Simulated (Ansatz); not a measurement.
Ansatz (an electronic-structure program) input (RI-MP2/def2-TZVPPD):
A basis named .json is the Basis Set Exchange file of that set.

Ansatz 0.2 input:
```yaml
crystal:
  periodic: [false, false, false]
  atoms:
    - {symbol: C, position_ang: [-0.00000000, -0.00000000, -0.63472800]}
    - {symbol: C, position_ang: [0.00000000, 0.00000000, 0.63472800]}
basis:
  gaussian:
    orbitals: def2-TZVPPD.json
    fitting: {mean_field: def2-universal-jkfit, correlation: def2-TZVPPD-RIFIT.json}
total_charge: -2
magnetization: {spin_polarized: true, initial_magnetization: 2}
correlation: {method: mp2, electrons: outside_noble_gas}
```

Output:

```
Functional definition: HF
integrals: 0.01 GiB planned
150 factors; integrals over basis functions are off by at most 3.3e-1 eV
184 factors; integrals over basis functions are off by at most 3.5e-1 eV
mean field: 0.08 GiB planned
mean field evaluation 1: about -2019.1281 eV, gradient 4.8e1 eV
mean field evaluation 2: about -2028.2991 eV, gradient 5.5e1 eV
mean field evaluation 4: about -2047.4330 eV, gradient 4.3e0 eV
mean field evaluation 8: about -2047.6985 eV, gradient 7.2e-2 eV
mean field evaluation 16: about -2047.6987 eV, gradient 1.3e-3 eV
mean field evaluation 32: about -2049.8149 eV, gradient 3.6e-2 eV
mean field evaluation 64: about -2049.7884 eV, gradient 6.8e-1 eV
mean field evaluation 96: about -2049.5605 eV, gradient 3.9e-1 eV
mean field evaluation 128: about -2049.8049 eV, gradient 5.8e-1 eV
mean field evaluation 160: about -2049.8061 eV, gradient 1.9e-1 eV
mean field evaluation 192: about -2047.9980 eV, gradient 9.8e0 eV
mean field evaluation 224: about -2033.2591 eV, gradient 1.3e1 eV
mean field evaluation 256: about -2049.8031 eV, gradient 1.6e-6 eV
mean field -2049.86966865 eV, -75.3313208715 hartree, gradient 1.1e-6 eV, S^2 2.365753; 23 other end points of the search recorded, 0 dependent functions left out
2 core orbitals not correlated
reference -2049.86966865 eV, -75.3313208715 hartree; 6, 4 occupied and 66, 68 virtual orbitals, 184 factors
second order -7.11169514 eV of doubles, -0.00000000 eV of singles
Total energy: -2056.98136380 eV, -75.5926708475 hartree
```

This state (charge -2, triplet) is run at the relaxed geometry of the species with charge -2 and multiplicity 1, and is a spin state other than that species' own.

The determinant is spin-contaminated: <S^2> is 2.37 against 2.00 for a pure state.
